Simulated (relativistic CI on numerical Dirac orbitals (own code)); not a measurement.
Method of calculation: Dirac-Coulomb-Breit CI, separate exchange-only KLI orbitals for each configuration, model QED (radiative potential, 1s self-energy scaled to tabulated hydrogen-like ionisation energies), unscaled Slater integrals (own radial code, finite nucleus).

Configurations in the expansion (outside the closed core [Ne]): 3s, 3p, 3d, 4s, 4p, 4d, 4f, 5s, 5p, 5d, 5f, 5g, 6s, 6p, 6d, 7s, 7p. Levels of other configurations are missing.

At this charge energies of transitions that change n are usually good to better than 1 %, and those within a shell (Δn = 0) to a few per cent.

Outline of the computed level scheme of Tl LXXI. Lowest level of each configuration: 3s ²S1/2 at 0.00 eV; 3p ²P°1/2 at 184.80 eV; 3d ²D3/2 at 969.45 eV; 4s ²S1/2 at 4059.31 eV; 4p ²P°1/2 at 4135.41 eV; 4d ²D3/2 at 4450.49 eV; 4f ²F°5/2 at 4546.89 eV; 5s ²S1/2 at 5862.16 eV; 5p ²P°1/2 at 5900.26 eV.

Some strong electric-dipole decays among the lowest 15 levels: 4f ²F°7/2 → 3d ²D5/2 (3.6e+14 s⁻¹); 4f ²F°5/2 → 3d ²D3/2 (3.5e+14 s⁻¹); 4d ²D5/2 → 3p ²P°3/2 (1.8e+14 s⁻¹); 4d ²D3/2 → 3p ²P°1/2 (1.3e+14 s⁻¹); 4p ²P°1/2 → 3s ²S1/2 (9.8e+13 s⁻¹); 4s ²S1/2 → 3p ²P°3/2 (7.9e+13 s⁻¹); 5p ²P°1/2 → 3s ²S1/2 (5.3e+13 s⁻¹); 4p ²P°3/2 → 3s ²S1/2 (5.2e+13 s⁻¹).
